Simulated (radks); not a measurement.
Os, configuration [Xe] 4f14 5d6 6s2.

Calculated with a radial shooting solver on a logarithmic mesh with Libxc functionals: Dirac Kohn-Sham, BLYP, spin-unpolarised, spherical densities, point nucleus; open shells fill j = l - 1/2 first.

Energy parts (eV):
| part | energy |
|---|---|
| total | -470289.62 |
| kinetic | 534048.74 |
| electron-nucleus | -1178596.16 |
| Hartree | 183560.30 |
| exchange-correlation | -9302.50 |

Orbitals (lengths in bohr, moments of r in powers of bohr; <r^-3> diverges for s and p1/2; r(90%) holds 90 % of the orbital's charge):
1s1/2: occ. 2; eigenvalue (eV) -73776.82; r(90%) 0.0323
2s1/2: occ. 2; eigenvalue (eV) -12838.98; r(90%) 0.116
2p1/2: occ. 2; eigenvalue (eV) -12291.05; r(90%) 0.102
2p3/2: occ. 4; eigenvalue (eV) -10759.16; r(90%) 0.113; <r^-3> 17920
3s1/2: occ. 2; eigenvalue (eV) -2986.907; r(90%) 0.284
3p1/2: occ. 2; eigenvalue (eV) -2742.148; r(90%) 0.276
3p3/2: occ. 4; eigenvalue (eV) -2408.101; r(90%) 0.297; <r^-3> 4098
3d3/2: occ. 4; eigenvalue (eV) -1998.670; r(90%) 0.270; <r^-3> 711.6
3d5/2: occ. 6; eigenvalue (eV) -1926.320; r(90%) 0.276; <r^-3> 599.3
4s1/2: occ. 2; eigenvalue (eV) -629.6220; r(90%) 0.620
4p1/2: occ. 2; eigenvalue (eV) -526.9874; r(90%) 0.634
4p3/2: occ. 4; eigenvalue (eV) -448.4792; r(90%) 0.682; <r^-3> 964.2
4d3/2: occ. 4; eigenvalue (eV) -280.2416; r(90%) 0.723; <r^-3> 148.1
4d5/2: occ. 6; eigenvalue (eV) -265.7055; r(90%) 0.739; <r^-3> 122.0
5s1/2: occ. 2; eigenvalue (eV) -90.8715; r(90%) 1.44
5p1/2: occ. 2; eigenvalue (eV) -59.2447; r(90%) 1.60
4f5/2: occ. 6; eigenvalue (eV) -52.7906; r(90%) 0.903; <r^-3> 23.60
4f7/2: occ. 8; eigenvalue (eV) -49.9855; r(90%) 0.917; <r^-3> 22.46
5p3/2: occ. 4; eigenvalue (eV) -46.9954; r(90%) 1.75; <r^-3> 147.4
5d3/2: occ. 4; eigenvalue (eV) -6.5589; r(90%) 2.84; <r^-3> 11.00
6s1/2: occ. 2; eigenvalue (eV) -6.0045; r(90%) 4.50
5d5/2: occ. 2; eigenvalue (eV) -5.5247; r(90%) 3.00; <r^-3> 8.597
6p1/2: occ. 0; eigenvalue (eV) -1.6212; r(90%) 6.82
6p3/2: occ. 0; eigenvalue (eV) -1.0999; r(90%) 7.94; <r^-3> 5.788

The highest occupied level is 5d5/2 at -5.525 eV. The density falls to 0.001 e/bohr^3 at r = 4.63 bohr. Summed over all electrons, <r^2> = 66.98 bohr^2, which gives a Langevin (diamagnetic) susceptibility term of -53 x 10^-6 cm^3/mol.
